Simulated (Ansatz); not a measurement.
CH3F2InO can be A, `O[CH2][In]([F])[F]`, or B, `[OH][In]([F])[CH2]F`.

Isolated molecules relaxed with PBE0-D4/def2-TZVP in Ansatz; ΔE leaves out vibrations. CCSD(T)/CBS is the MP2 limit (def2-TZVPP, def2-QZVPP) plus CCSD(T) − MP2 in def2-TZVPP, frozen cores. Functionals use def2-TZVPP. B3LYP here is the variant with VWN-RPA as its local correlation; programs differ in this. Elements past krypton have def2 core potentials. For In outer-core shells are correlated without core-valence functions, which leaves a few kJ/mol of doubt a bond. One conformer a species, not always the lowest.

A:

Z-matrix (Å, degrees):
```
C
In 1 2.170
O 1 1.389 2 106.3
H 1 1.088 2 111.2 3 -118.8
H 1 1.095 2 106.5 3 121.9
F 2 1.929 1 153.8 3 147.8
F 2 1.982 1 96.4 3 -30.7
H 3 0.966 1 109.5 2 46.6
```

B:

Z-matrix (Å, degrees):
```
C
F 1 1.380
In 1 2.164 2 111.1
H 1 1.092 2 109.1 3 120.5
H 1 1.092 2 109.1 3 -120.5
F 3 1.952 1 116.2 2 -178.7
O 3 1.968 1 135.7 2 1.3
H 7 0.961 3 113.2 1 -0.1
```

Which is lower in electronic energy at CCSD(T)/CBS, and by how much? (Best estimate.)

Computed: A, by 8.7 kcal/mol.

Give E(B) − E(A) in kcal/mol with ωB97M-V, CCSD/def2-TZVPP, PBE-D4, B3LYP, B2PLYP, r2SCAN-D4, HF/def2-TZVPP. (Estimate.)

Ansatz gave: ωB97M-V 8.8, CCSD/def2-TZVPP 7.6, PBE-D4 10.9, B3LYP 9.5, B2PLYP 9.0, r2SCAN-D4 10.8, HF/def2-TZVPP 6.7. None reverses the order clearly.

Largest T1 diagnostic: 0.016.

In def2-TZVPP, CCSD(T) changes the Hartree–Fock value by +1.2 kcal/mol (the triples alone add +0.4 kcal/mol) and MP2 by +1.9 kcal/mol. From PBE to PBE0 (25 % exact exchange), in def2-TZVPP and without D4, E(B) − E(A) moves by −1.0 kcal/mol.
